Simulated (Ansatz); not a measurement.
Total energies of Mg₁₄S₁₄ from Ansatz at PBE0-D4/def2-SVP, gas phase (1 Eh = 27.2114 eV = 2625.5 kJ/mol). The reference geometry is relaxed at PBE-D4/def2-SVP, loosely relaxed.

Cartesian coordinates in Å:
```
Mg -1.667 3.264 3.713
S -2.351 1.283 4.671
Mg -1.192 0.199 2.974
S -1.578 -0.938 0.824
Mg -1.722 -2.482 -1.088
S -3.296 -3.451 -2.495
Mg -2.679 -1.874 -4.059
S -0.375 5.319 4.109
Mg 0.767 4.449 2.208
S -0.695 2.705 1.293
Mg -0.739 0.960 -0.532
S -1.235 -0.004 -2.813
Mg -0.187 -0.332 -5.007
S -1.751 -1.566 -6.314
Mg 1.384 4.033 5.232
S 2.681 3.197 3.016
Mg 1.594 1.571 1.581
S 1.767 0.560 -0.611
Mg 1.079 -1.011 -2.317
S 1.696 -1.786 -4.531
Mg -0.085 -3.309 -5.874
S 2.010 2.350 6.706
Mg 2.107 1.203 4.698
S 1.291 -0.427 3.051
Mg 0.887 -1.383 0.799
S 0.762 -3.100 -0.984
Mg 1.062 -4.035 -3.236
S 0.468 -5.395 -5.013
```

| state | geometry | energy (Eh) |
| --- | --- | --- |
| charge 0 singlet | reference | -8371.60930 |
| charge 1 doublet | reference | -8371.34547 |
| charge 1 doublet | relaxed at PBE-D4/def2-SVP | -8371.42577 |
| charge -1 doublet | reference | -8371.68316 |
| charge -1 doublet | relaxed at PBE-D4/def2-SVP | -8371.69246 |
| free Mg atom (singlet) | – | -199.88967 |
| free S atom (triplet) | – | -397.83788 |

Single mean-field runs in def2-SVP are fitted with def2-universal-jkfit.

Task: Work out the vertical ionisation energy to the doublet.

Result: E(charge 1 doublet) − E(charge 0 singlet) = -8371.34547 − (-8371.60930) = 0.26383 Eh = 7.18 eV. For comparison, −ε of the highest occupied level is 6.17 eV at this level, 1.01 eV less.

Task: Work out the vertical electron affinity, to the doublet.

Result: E(charge 0 singlet) − E(charge -1 doublet) = -8371.60930 − (-8371.68316) = 0.07386 Eh = 2.01 eV. The basis lacks diffuse functions, which makes affinities too small.

Task: Give the fundamental gap IE − EA, the Mulliken electronegativity (IE + EA)/2 and the hardness (IE − EA)/2.

Result: From the values in Eh: IE − EA = 0.26383 − 0.07386 = 0.18997 Eh = 5.17 eV; (IE + EA)/2 = 4.59 eV; (IE − EA)/2 = 2.58 eV. The HOMO–LUMO gap of the same run is 3.43 eV, 1.74 eV smaller than the fundamental gap.

Task: How much does the charge 1 doublet relax, and what is the adiabatic ionisation energy?

Result: Relaxation: -8371.34547 − (-8371.42577) = 0.08030 Eh = 2.19 eV. Adiabatic ionisation energy: 0.18353 Eh = 4.99 eV, without zero-point energy. Bonds change on the way (2 lost, 2 formed), so the relaxed form is another species. 

Task: How much does the charge -1 doublet relax, and what is the adiabatic electron affinity?

Result: Relaxation: -8371.68316 − (-8371.69246) = 0.00930 Eh = 0.25 eV. Adiabatic electron affinity: 0.08316 Eh = 2.26 eV, without zero-point energy. 

Task: What is the binding energy per atom against free atoms?

Result: Atoms: 14 × (-199.88967) + 14 × (-397.83788) = -8368.18570 Eh. Binding: -8368.18570 − (-8371.60930) = 3.42360 Eh = 93.16 eV, or 3.33 eV for each of 28 atoms (no zero-point energy, no counterpoise term).

The geometry of the charge 0 singlet is only loosely relaxed. The geometry of the charge 1 doublet is only loosely relaxed. The geometry of the charge -1 doublet is only loosely relaxed.
